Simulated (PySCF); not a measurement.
## A PySCF run on RuCl⁺

State: ⁵Δ (quintet), unpaired electrons σ ↑, π ↑↑, δ ↑.

An equivalent input (the run itself took its basis sets from the Basis Set Exchange, started from a PBE0 density and held the occupation σ 8α 7β, πx 4α 3β, πy 4α 3β, δx 1α 1β, δy 1α 0β):

```python
from pyscf import gto, scf, cc
mol = gto.M(atom='Ru 0 0 0; Cl 0 0 2.141', basis={'Ru': 'def2-TZVPPD', 'Cl': 'def2-TZVPPD'}, ecp={'Ru': 'def2-TZVPPD'},
            charge=1, spin=4, verbose=4, symmetry='C2v')
mf = scf.UHF(mol)
mf.irrep_nelec = {'A1': (9, 8), 'A2': (1, 0), 'B1': (4, 3), 'B2': (4, 3)}
mf.conv_tol = 1e-9
mf.max_cycle = 60
mf.diis_space = 10
mf.kernel()
mycc = cc.CCSD(mf, frozen=[[0, 1, 2, 3, 4, 104, 105, 106], [0, 1, 2, 3, 4, 104, 105, 106]])
mycc.run(conv_tol=1e-7, conv_tol_normt=1e-5, max_cycle=80, diis_space=8)
et = mycc.ccsd_t()
```

The SCF ended at -553.42049896 hartree. The coupled-cluster part of the log:

```
******** <class 'pyscf.cc.uccsd.UCCSD'> ********
CC2 = 0
CCSD nocc = (13, 9), nmo = (99, 99)
frozen orbitals [[0, 1, 2, 3, 4, 104, 105, 106], [0, 1, 2, 3, 4, 104, 105, 106]]
max_cycle = 80
direct = 0
conv_tol = 1e-07
conv_tol_normt = 1e-05
diis_space = 8
diis_start_cycle = 0
diis_start_energy_diff = 1e+09
Init t2, MP2 energy = -0.649471487470819
Init E_corr(UCCSD) = -0.64947148747755
cycle = 1  E_corr(UCCSD) = -0.645147367252796  dE = 0.00432412022  norm(t1,t2) = 0.130064
cycle = 2  E_corr(UCCSD) = -0.662871630098752  dE = -0.0177242628  norm(t1,t2) = 0.0479984
cycle = 3  E_corr(UCCSD) = -0.662018201907661  dE = 0.000853428191  norm(t1,t2) = 0.0549158
cycle = 4  E_corr(UCCSD) = -0.66634179197879  dE = -0.00432359007  norm(t1,t2) = 0.0309497
cycle = 5  E_corr(UCCSD) = -0.666744279788916  dE = -0.00040248781  norm(t1,t2) = 0.00885775
cycle = 6  E_corr(UCCSD) = -0.666341212586821  dE = 0.000403067202  norm(t1,t2) = 0.00401633
cycle = 7  E_corr(UCCSD) = -0.666478407861259  dE = -0.000137195274  norm(t1,t2) = 0.00155344
cycle = 8  E_corr(UCCSD) = -0.666572017981581  dE = -9.36101203e-05  norm(t1,t2) = 0.000724949
cycle = 9  E_corr(UCCSD) = -0.66655207497506  dE = 1.99430065e-05  norm(t1,t2) = 0.0003926
cycle = 10  E_corr(UCCSD) = -0.666542698287569  dE = 9.37668749e-06  norm(t1,t2) = 0.000231179
cycle = 11  E_corr(UCCSD) = -0.666544564811227  dE = -1.86652366e-06  norm(t1,t2) = 9.25742e-05
cycle = 12  E_corr(UCCSD) = -0.666550107727599  dE = -5.54291637e-06  norm(t1,t2) = 4.06368e-05
cycle = 13  E_corr(UCCSD) = -0.66654843698919  dE = 1.67073841e-06  norm(t1,t2) = 1.7918e-05
cycle = 14  E_corr(UCCSD) = -0.666548379557074  dE = 5.74321161e-08  norm(t1,t2) = 9.42036e-06
UCCSD converged
E(UCCSD) = -554.0870473412081  E_corr = -0.6665483795570741
UCCSD(T) correction = -0.0277636994657106
```

T1 diagnostic 0.034, D1 0.132, 22 electrons correlated, 3 of the virtual orbitals (those above 20 hartree) left out.

Repeating this along the bond gives Re = 2.151 Å and ωe = 454 cm⁻¹.

A point of this curve took 430 CPU seconds beside 1.7 for the integrals, on Arm Neoverse V1 (shared host).

Correlated steps freeze 5 core orbitals. Spin–orbit coupling is left out. The state is the lowest single determinant that the PBE0 search found; with open d or f shells the true ground state can be another one.
